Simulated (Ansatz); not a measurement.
Level of theory: r2SCAN-D4/def2-SVP in Ansatz (an electronic-structure program). No frequencies were computed at this level.

Ansatz 0.2 input:
```yaml
crystal:
  periodic: [false, false, false]
  atoms:
    - { symbol: Mo, position_ang: [-0.031448, 0.027222, -0.089932] }
    - { symbol: Cl, position_ang: [-1.815971, 0.270619, 1.375469] }
    - { symbol: O, position_ang: [0.343071, 1.735115, 0.220603] }
    - { symbol: H, position_ang: [0.404964, 2.652277, 0.491079] }
    - { symbol: O, position_ang: [-1.144945, 0.512245, -1.385984] }
    - { symbol: H, position_ang: [-1.87461, 0.783486, -1.94485] }
    - { symbol: O, position_ang: [-0.539587, -1.661998, -0.291143] }
    - { symbol: H, position_ang: [-0.940038, -2.532521, -0.282402] }
    - { symbol: O, position_ang: [0.947149, -0.438458, 1.316488] }
    - { symbol: H, position_ang: [1.326697, -0.661068, 2.167691] }
    - { symbol: O, position_ang: [1.346233, -0.160038, -1.223368] }
    - { symbol: H, position_ang: [2.07037, -0.249016, -1.838614] }
basis:
  gaussian: { orbitals: def2-svp }
hamiltonian:
  xc: r2scan
  dispersion: d4
relax:
  max_steps: 150
```

Output:

```
Functional definition: r2SCAN
1503 factors; their error is unknown
mean field evaluation 1: about -24658.7173 eV, gradient 1.2e2 eV
mean field evaluation 2: about -24493.0217 eV, gradient 2.8e2 eV
mean field evaluation 4: about -24681.0819 eV, gradient 1.9e1 eV
mean field evaluation 8: about -24681.8477 eV, gradient 2.0e-1 eV
mean field evaluation 16: about -24681.8079 eV, gradient 1.8e-3 eV
mean field -24681.80785265 eV, -907.0397086547 hartree, gradient 3.3e-5 eV, S^2 0.000000; 0 other end points of the search recorded, 0 dependent functions left out
reference -24681.80788136 eV, -907.0397097097 hartree; 38, 38 occupied and 106, 106 virtual orbitals, 1503 factors
relax step   1: F+E_penalty+E_count = -24681.89809059 eV  Δ(F+E_penalty+E_count) = +0.000e0 eV  max|allowed force component| = 3.342e0 eV/Å  Δτ_max = 0.0000 Å  (33 SCF iters, accepted)
these checks for a lower state are left out or cut short: starts, cluster_reference, orbital_swaps, neighbouring_geometries, increment
1503 factors; their error is unknown
mean field -24682.47821695 eV, -907.0643440884 hartree, gradient 4.7e-6 eV, S^2 0.000000; 0 other end points of the search recorded, 0 dependent functions left out
reference -24682.47824562 eV, -907.0643451417 hartree; 38, 38 occupied and 106, 106 virtual orbitals, 1503 factors
relax step   2: F+E_penalty+E_count = -24682.56595629 eV  Δ(F+E_penalty+E_count) = -6.679e-1 eV  max|allowed force component| = 5.516e-1 eV/Å  Δτ_max = 0.1038 Å  (37 SCF iters, accepted)
these checks for a lower state are left out or cut short: starts, cluster_reference, orbital_swaps, neighbouring_geometries, increment
1503 factors; their error is unknown
mean field evaluation 32: about -24682.5620 eV, gradient 9.2e-5 eV
mean field -24682.56202002 eV, -907.0674237943 hartree, gradient 1.1e-5 eV, S^2 0.000000; 0 other end points of the search recorded, 0 dependent functions left out
reference -24682.56204850 eV, -907.0674248408 hartree; 38, 38 occupied and 106, 106 virtual orbitals, 1503 factors
relax step   3: F+E_penalty+E_count = -24682.64960536 eV  Δ(F+E_penalty+E_count) = -8.365e-2 eV  max|allowed force component| = 5.313e-1 eV/Å  Δτ_max = 0.0511 Å  (35 SCF iters, accepted)
these checks for a lower state are left out or cut short: starts, cluster_reference, orbital_swaps, neighbouring_geometries, increment
1503 factors; their error is unknown
mean field -24682.70931763 eV, -907.0728368818 hartree, gradient 1.4e-5 eV, S^2 0.000000; 0 other end points of the search recorded, 0 dependent functions left out
reference -24682.70934552 eV, -907.0728379066 hartree; 38, 38 occupied and 106, 106 virtual orbitals, 1503 factors
relax step   4: F+E_penalty+E_count = -24682.79614248 eV  Δ(F+E_penalty+E_count) = -1.465e-1 eV  max|allowed force component| = 2.253e0 eV/Å  Δτ_max = 0.1954 Å  (40 SCF iters, accepted)
these checks for a lower state are left out or cut short: starts, cluster_reference, orbital_swaps, neighbouring_geometries, increment
1503 factors; their error is unknown
mean field -24683.02566613 eV, -907.0844624747 hartree, gradient 2.1e-5 eV, S^2 0.000000; 0 other end points of the search recorded, 0 dependent functions left out
reference -24683.02569383 eV, -907.0844634927 hartree; 38, 38 occupied and 106, 106 virtual orbitals, 1503 factors
relax step   5: F+E_penalty+E_count = -24683.11281044 eV  Δ(F+E_penalty+E_count) = -3.167e-1 eV  max|allowed force component| = 2.002e0 eV/Å  Δτ_max = 0.1940 Å  (40 SCF iters, accepted)
these checks for a lower state are left out or cut short: starts, cluster_reference, orbital_swaps, neighbouring_geometries, increment
1503 factors; their error is unknown
mean field -24683.29940384 eV, -907.0945221497 hartree, gradient 2.5e-5 eV, S^2 0.000000; 0 other end points of the search recorded, 0 dependent functions left out
reference -24683.29943166 eV, -907.0945231724 hartree; 38, 38 occupied and 106, 106 virtual orbitals, 1503 factors
relax step   6: F+E_penalty+E_count = -24683.38682994 eV  Δ(F+E_penalty+E_count) = -2.740e-1 eV  max|allowed force component| = 6.517e-1 eV/Å  Δτ_max = 0.1510 Å  (34 SCF iters, accepted)
these checks for a lower state are left out or cut short: starts, cluster_reference, orbital_swaps, neighbouring_geometries, increment
1503 factors; their error is unknown
mean field evaluation 64: about -24683.3866 eV, gradient 1.6e-5 eV
mean field -24683.38659061 eV, -907.0977262045 hartree, gradient 1.8e-5 eV, S^2 0.000000; 0 other end points of the search recorded, 0 dependent functions left out
reference -24683.38661837 eV, -907.0977272246 hartree; 38, 38 occupied and 106, 106 virtual orbitals, 1503 factors
relax step   7: F+E_penalty+E_count = -24683.47412523 eV  Δ(F+E_penalty+E_count) = -8.730e-2 eV  max|allowed force component| = 1.801e-1 eV/Å  Δτ_max = 0.1731 Å  (35 SCF iters, accepted)
these checks for a lower state are left out or cut short: starts, cluster_reference, orbital_swaps, neighbouring_geometries, increment
1503 factors; their error is unknown
mean field -24683.39803970 eV, -907.0981469510 hartree, gradient 1.5e-5 eV, S^2 0.000000; 0 other end points of the search recorded, 0 dependent functions left out
reference -24683.39806727 eV, -907.0981479641 hartree; 38, 38 occupied and 106, 106 virtual orbitals, 1503 factors
relax step   8: F+E_penalty+E_count = -24683.48561443 eV  Δ(F+E_penalty+E_count) = -1.149e-2 eV  max|allowed force component| = 2.156e0 eV/Å  Δτ_max = 0.1957 Å  (43 SCF iters, accepted)
these checks for a lower state are left out or cut short: starts, cluster_reference, orbital_swaps, neighbouring_geometries, increment
1503 factors; their error is unknown
mean field -24683.42547416 eV, -907.0991551488 hartree, gradient 1.4e-5 eV, S^2 0.000000; 0 other end points of the search recorded, 0 dependent functions left out
reference -24683.42550166 eV, -907.0991561593 hartree; 38, 38 occupied and 106, 106 virtual orbitals, 1503 factors
relax step   9: F+E_penalty+E_count = -24683.51279894 eV  Δ(F+E_penalty+E_count) = -2.718e-2 eV  max|allowed force component| = 1.135e0 eV/Å  Δτ_max = 0.0653 Å  (37 SCF iters, accepted)
these checks for a lower state are left out or cut short: starts, cluster_reference, orbital_swaps, neighbouring_geometries, increment
1503 factors; their error is unknown
mean field -24683.46695543 eV, -907.1006795573 hartree, gradient 1.6e-5 eV, S^2 0.000000; 0 other end points of the search recorded, 0 dependent functions left out
reference -24683.46698299 eV, -907.1006805702 hartree; 38, 38 occupied and 106, 106 virtual orbitals, 1503 factors
relax step  10: F+E_penalty+E_count = -24683.55469542 eV  Δ(F+E_penalty+E_count) = -4.190e-2 eV  max|allowed force component| = 4.535e-1 eV/Å  Δτ_max = 0.0820 Å  (36 SCF iters, accepted)
these checks for a lower state are left out or cut short: starts, cluster_reference, orbital_swaps, neighbouring_geometries, increment
1503 factors; their error is unknown
mean field -24683.46536681 eV, -907.1006211766 hartree, gradient 1.4e-5 eV, S^2 0.000000; 0 other end points of the search recorded, 0 dependent functions left out
reference -24683.46539463 eV, -907.1006221988 hartree; 38, 38 occupied and 106, 106 virtual orbitals, 1503 factors
relax step  11: F+E_penalty+E_count = -24683.55294065 eV  Δ(F+E_penalty+E_count) = +1.755e-3 eV  max|allowed force component| = 8.700e-1 eV/Å  Δτ_max = 0.1705 Å  (36 SCF iters, rejected (line search))
these checks for a lower state are left out or cut short: starts, cluster_reference, orbital_swaps, neighbouring_geometries, increment
1503 factors; their error is unknown
mean field evaluation 96: about -24683.5283 eV, gradient 6.2e-2 eV
mean field -24683.47789926 eV, -907.1010817357 hartree, gradient 1.8e-5 eV, S^2 0.000000; 0 other end points of the search recorded, 0 dependent functions left out
reference -24683.47792692 eV, -907.1010827521 hartree; 38, 38 occupied and 106, 106 virtual orbitals, 1503 factors
relax step  12: F+E_penalty+E_count = -24683.56555093 eV  Δ(F+E_penalty+E_count) = -1.086e-2 eV  max|allowed force component| = 2.102e-1 eV/Å  Δτ_max = 0.0833 Å  (35 SCF iters, accepted)
these checks for a lower state are left out or cut short: starts, cluster_reference, orbital_swaps, neighbouring_geometries, increment
1503 factors; their error is unknown
mean field -24683.47928164 eV, -907.1011325370 hartree, gradient 1.7e-5 eV, S^2 0.000000; 0 other end points of the search recorded, 0 dependent functions left out
reference -24683.47930931 eV, -907.1011335538 hartree; 38, 38 occupied and 106, 106 virtual orbitals, 1503 factors
relax step  13: F+E_penalty+E_count = -24683.56699449 eV  Δ(F+E_penalty+E_count) = -1.444e-3 eV  max|allowed force component| = 1.109e-1 eV/Å  Δτ_max = 0.1000 Å  (36 SCF iters, accepted)
these checks for a lower state are left out or cut short: starts, cluster_reference, orbital_swaps, neighbouring_geometries, increment
1503 factors; their error is unknown
mean field -24683.48057041 eV, -907.1011798984 hartree, gradient 1.5e-5 eV, S^2 0.000000; 0 other end points of the search recorded, 0 dependent functions left out
reference -24683.48059809 eV, -907.1011809156 hartree; 38, 38 occupied and 106, 106 virtual orbitals, 1503 factors
relax step  14: F+E_penalty+E_count = -24683.56825253 eV  Δ(F+E_penalty+E_count) = -1.258e-3 eV  max|allowed force component| = 2.344e-2 eV/Å  Δτ_max = 0.0198 Å  (37 SCF iters, accepted)
these checks for a lower state are left out or cut short: starts, cluster_reference, orbital_swaps, neighbouring_geometries, increment
1503 factors; their error is unknown
mean field -24683.48064474 eV, -907.1011826302 hartree, gradient 1.5e-5 eV, S^2 0.000000; 0 other end points of the search recorded, 0 dependent functions left out
reference -24683.48067242 eV, -907.1011836474 hartree; 38, 38 occupied and 106, 106 virtual orbitals, 1503 factors
relax step  15: F+E_penalty+E_count = -24683.56831231 eV  Δ(F+E_penalty+E_count) = -5.978e-5 eV  max|allowed force component| = 8.229e-3 eV/Å  Δτ_max = 0.0038 Å  (38 SCF iters, accepted)
1503 factors; their error is unknown
mean field evaluation 128: about -24679.4903 eV, gradient 4.5e1 eV
mean field -24683.48064474 eV, -907.1011826302 hartree, gradient 1.9e-5 eV, S^2 0.000000; 1 other end points of the search recorded, 0 dependent functions left out
reference -24683.48067242 eV, -907.1011836474 hartree; 38, 38 occupied and 106, 106 virtual orbitals, 1503 factors
Total energy: -24683.56833999 eV, -907.1044053711 hartree
Atom 0 at     0.324803    -0.084776    -0.271550 Å, force    -0.008228     0.001390    -0.006729 eV/Å
Atom 1 at    -1.730588     0.320065     1.184032 Å, force     0.004010     0.000275     0.003485 eV/Å
Atom 2 at     0.572212     1.736556     0.126230 Å, force    -0.000599    -0.004986    -0.002463 eV/Å
Atom 3 at    -0.034356     2.209421     0.717019 Å, force     0.000078    -0.000017     0.000373 eV/Å
Atom 4 at    -0.899282     0.426308    -1.607434 Å, force     0.005728     0.003520    -0.005980 eV/Å
Atom 5 at    -1.805661     0.698997    -1.398779 Å, force     0.000429    -0.002018     0.002892 eV/Å
Atom 6 at    -0.419697    -1.802827    -0.302951 Å, force     0.003860     0.002250     0.005305 eV/Å
Atom 7 at    -1.234616    -2.028122     0.172565 Å, force     0.001299     0.000419    -0.001837 eV/Å
Atom 8 at     1.071891    -0.500442     1.385032 Å, force    -0.002627     0.001317     0.003652 eV/Å
Atom 9 at     0.606006    -0.517123     2.234933 Å, force    -0.000107    -0.002727    -0.000326 eV/Å
Atom 10 at     1.747843    -0.293120    -1.427552 Å, force    -0.004163     0.000727    -0.001241 eV/Å
Atom 11 at     1.893331     0.112929    -2.296507 Å, force     0.000320    -0.000149     0.002869 eV/Å
Dipole moment:     0.036721     0.092408    -0.175443 e Å
```

Cost: about 2.8 core-minutes (a rough figure).
